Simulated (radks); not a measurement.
The numbers below are computed, except where a source is named.
Problem. Coulomb parameter of the 5d shell of the mercury ion Hg2+ in the model configuration [Xe] 4f14 5d9 6s1, as a second difference U = [E(n + 0.5) + E(n - 0.5) - 2 E(n)] / (0.5)^2 with all orbitals relaxed. "Bare": the charge of the atom changes with n. "Screened": the 6s shell takes up the change at fixed total charge, which measures U(5d,5d) + U(6s,6s) - 2 U(5d,6s). Code: a radial shooting solver on a logarithmic mesh with Libxc functionals. Model: scalar-relativistic Kohn-Sham, PBE, spin-unpolarised, spherical densities, point nucleus. Estimate both.

Solution. U(bare) = 13.379 eV, U(screened by 6s) = 1.456 eV, against the Slater integral F0(5d,5d) = 17.467 eV with frozen orbitals.
